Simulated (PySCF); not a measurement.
**Excitation energy of Ca⁺ by level of theory**

Ca⁺ [Ar] 4s1 (2S) → Ca⁺ [Ar] 3d1 (2D), as a difference of total energies. All numbers are calculated (PySCF 2.14, scalar relativity by spin-free X2C-1e, in aug-cc-pVQZ-X2C (8s7p5d3f2g, 93 functions)). The calculations carry no spin-orbit coupling.

```csv
method,excitation energy (eV),error (eV)
UHF,2.061,+0.364
LDA,1.265,-0.432
PBE,1.171,-0.526
PBE0,1.279,-0.418
r2SCAN,1.128,-0.569
wB97X-V,1.284,-0.413
M06-2X,1.560,-0.137
```

Reference: 1.697 eV (measured; NIST levels, between the centres of gravity of the two terms).
